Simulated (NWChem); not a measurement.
## Correlation energy of F3S (+1)

SMILES: F[S+](F)F
```xyz
4

F      0.6929    -0.2175     1.1677
S     -0.0350     0.4543     0.0000
F      0.6929    -0.2175    -1.1677
F     -1.3236    -0.3726     0.0000
```
Charge +1, spin multiplicity 1.

All runs are NWChem calculations. All single points use one geometry, from PBE0/def2-SVP, a minimum by its harmonic frequencies.

Basis set: 3-21G. Each correlation energy counts from its own Hartree-Fock reference.

The correlated methods keep 8 core orbitals frozen. The structure started from a generated list of species. Coupled-cluster values serve here as a point of comparison, not as the truth.

Q: For the correlation energy, SCS-MP2 gives -422.6 mHa and CR-CCSD(T) gives -445.9 mHa. What do CCSD(T), CCSD, MP2 give?

A: CCSD(T): -447.6 mHa; CCSD: -437.6 mHa; MP2: -435.2 mHa.
